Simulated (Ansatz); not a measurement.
`F[SiH2][GeH2][SiH3]` + H₂Se → `F[SiH2][SeH]` + `[SiH3][GeH3]`  (cleavage of the Si–Ge bond)

Computed with Ansatz on PBE0-D4/def2-TZVP structures; ΔE is electronic, products minus reactants. CCSD(T)/CBS adds triple-zeta CCSD(T) − MP2 to the extrapolated MP2 energy (def2 sets, frozen cores). Functionals use def2-TZVPP. For Ge, Se outer-core shells are correlated without core-valence functions, which leaves a few kJ/mol of doubt a bond. Scalar relativity is left out up to krypton. Each species was taken in one conformer, which may not be the lowest.

`F[SiH2][GeH2][SiH3]`:

Z-matrix (Å, degrees):
```
Si
Ge 1 2.379
F 1 1.607 2 108.9
H 1 1.486 2 112.5 3 119.2
H 1 1.486 2 110.8 3 -118.2
Si 2 2.379 1 111.1 3 51.3
H 2 1.541 1 107.8 3 171.8
H 2 1.540 1 110.0 3 -71.0
H 6 1.487 2 109.4 1 56.6
H 6 1.486 2 109.7 1 -63.0
H 6 1.487 2 110.6 1 176.6
```

H₂Se:

```xyz
3

Se    0.593   -0.208    0.272
H    -0.820   -0.496    0.546
H     0.227    0.703   -0.818
```

`F[SiH2][SeH]`:

```xyz
6

F    -0.364    0.675   -1.634
Si   -0.294    0.478   -0.050
Se   -0.004   -1.685    0.530
H     0.832    1.305    0.433
H    -1.596    0.883    0.521
H     1.427   -1.655    0.200
```

`[SiH3][GeH3]`:

Cartesian coordinates in Å:
```
Si -0.694 -0.154 0.967
Ge 0.681 0.151 -0.949
H -1.578 -1.334 0.778
H -1.540 1.049 1.186
H 0.149 -0.374 2.171
H 1.567 -1.084 -1.181
H 1.596 1.375 -0.768
H -0.179 0.372 -2.204
```

```tsv
species	ωB97X-V energy (Eh)
`F[SiH2][GeH2][SiH3]`	-2759.84876
H₂Se	-2402.52733
`F[SiH2][SeH]`	-2792.53386
`[SiH3][GeH3]`	-2369.86234
```

Task: Work out ΔE.

Result: ΔE = (-2792.53386) + (-2369.86234) − (-2759.84876) − (-2402.52733) = -0.02011 Eh = -0.55 eV. CCSD(T)/CBS gives -0.56 eV.

Largest T1 diagnostic among the species: 0.012.

In def2-TZVPP, CCSD(T) changes the Hartree–Fock value by +0.10 eV (the triples alone add +0.00 eV) and MP2 by +0.04 eV.
